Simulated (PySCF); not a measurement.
## Structure revision by computed shifts

A compound C8H9NO gives the data below (simulated from a calculation) and was assigned the structure `CC#CC#C[C@@H](C)NC=O`.

13C{1H} NMR (computed): δ 213.1 (C), 126.2 (C), 45.0 (CH), 39.6 (CH), 33.7 (CH2), 26.4 (CH), 25.8 (CH2), 25.6 (CH2).

1H NMR (600 MHz, computed): δ 2.35 (m, 1H), 2.19 (m, 1H), 2.03 (m, 1H), 2.01 (m, 1H), 1.87 (m, 1H), 1.86 (m, 1H), 1.74 (m, 1H), 1.49 (m, 1H), 1.41 (m, 1H).

Relativity neglected, one computed conformer, no solvent. GFN2-xTB geometry; shielding tensors at PBE0/pcSseg-1 (GIAO); PySCF.

Chemical shifts δ = σref − σ; TMS for 1H, 13C, all at this level.

**Question.** Compare with the shifts computed for the proposed structure, pairing carbons in order of shift.

**Answer.** Atom-mapped SMILES (the numbers label the heavy atoms): `[CH3:1][C:2]#[C:3][C:4]#[C:5][C@@H:6]([CH3:7])[NH:8][CH:9]=[O:10]` (H(Xn): hydrogen on atom n).

```tsv
atom	computed for proposal	given list	difference
C9	159.0	213.1	-54.1
C2	82.7	126.2	-43.5
C5	80.8	45.0	+35.8
C4	76.3	39.6	+36.7
C3	71.7	33.7	+38.0
C6	35.6	26.4	+9.2
C7	26.4	25.8	+0.6
C1	5.4	25.6	-20.2
```

The rms difference is 34.2 ppm and the largest -54.1 ppm at C9 (amide carbonyl carbon). The carbon types in order of shift don't match either: CH, C, C, C, C, CH, CH3, CH3 for the proposal against C, C, CH, CH, CH2, CH, CH2, CH2 in the data. The proposal doesn't fit.

**Question.** Which isomer fits?

**Answer.** SMILES [C@@H]12[C@H](C#N)C[C@@H](CC1)C2=O.

- Carbon types of the structure: 2 × C, 3 × CH, 3 × CH2, which accounts for all hydrogens.
- δC 213.1: ketone carbonyl carbon; the double bond to the heteroatom, with no lone-pair donor beside it, deshields it most.
- δC 126.2: nitrile carbon; this is the usual window of a C≡N carbon, which has no attached hydrogen.
- δC 45.0, 39.6: sp3 CH α to a carbonyl; α to the electron-withdrawing carbonyl group.
- δC 33.7, 25.8, 25.6: sp3 CH2 in a ring; saturated and bonded to C and H only.

This is the structure that produced the data.

Shifts are as computed. Against solution values, carbons near 30 ppm lie about +3 ppm off and those near 130 ppm about +5 ppm. Of 1211 compounds with measured shifts, 218 miss one by over three times the rms of a fit or turn the order of signals round; such compounds aren't used in these exercises. No couplings were computed; multiplicities are counted from neighbouring protons, with m where these are inequivalent, close in shift, in a saturated or five-membered ring or joined by F or P, and br s for small geminal =CH2 splittings.
